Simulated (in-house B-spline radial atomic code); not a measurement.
Configurations of Ba, with energies counted from [Xe] 6s2. Computed with an all-electron radial atomic-structure program (B-spline basis): scalar-relativistic (X2C) Hartree-Fock, spin-polarised, averaged over the determinants with the given up and down occupations, Fermi nucleus of rms radius 4.8378 fm. Shells without spins written out take the highest spin.

Occupations are held fixed; configurations that lie above the ionisation limit could autoionise.

| configuration | E - E(ref) (eV) | highest orbital | its <r> (bohr) |
| --- | --- | --- | --- |
| [Xe] 4f(1 up, 0 down) 6s(1 up, 0 down) | 3.4124 | 4f up | 17.59 |
| [Kr] 4d10 5s2 5p(2 up, 3 down) 5f(1 up, 0 down) 6s2 | 22.269 | 5f up | 30.68 |
| [Kr] 4d10 5s2 5p5 6s2 7f1 | 22.539 | 7f up | 66.03 |
| [Kr] 4d10 4f1 5s2 5p5 6s2 | 23.059 | 4f up | 2.192 |
| [Kr] 4d(4 up, 5 down) 5s2 5p6 6s2 7s(0 up, 1 down) | 97.121 | 7s down | 11.14 |
| [Ar] 3d10 4s2 4p5 4d10 5s2 5p6 6s2 7f1 | 202.68 | 7f up | 47.85 |

(1) Order these further configurations by energy, lowest first.
A. [Kr] 4d9 5s2 5p6 6s2 6d1
B. [Kr] 4d9 5s2 5p6 6s2 6p1
C. [Kr] 4d9 5s2 5p6 6s2 7p1
D. [Xe] 6s1 6f1
E. [Kr] 4d(4 up, 5 down) 5s2 5p6 6s2 6f(0 up, 1 down)

(2) How far above the reference does [Xe] 6s1 7f1 lie?

(3) How far above the reference does [Kr] 4d9 4f1 5s2 5p6 6s2 lie?

## Answers

(1) D (3.8889 eV), B (95.275 eV), C (97.646 eV), A (97.679 eV), E (98.495 eV).

(2) 3.9905 eV; its least bound orbital is 7f up with <r> = 66.52 bohr.

(3) 94.859 eV; its least bound orbital is 6s down with <r> = 5.081 bohr.
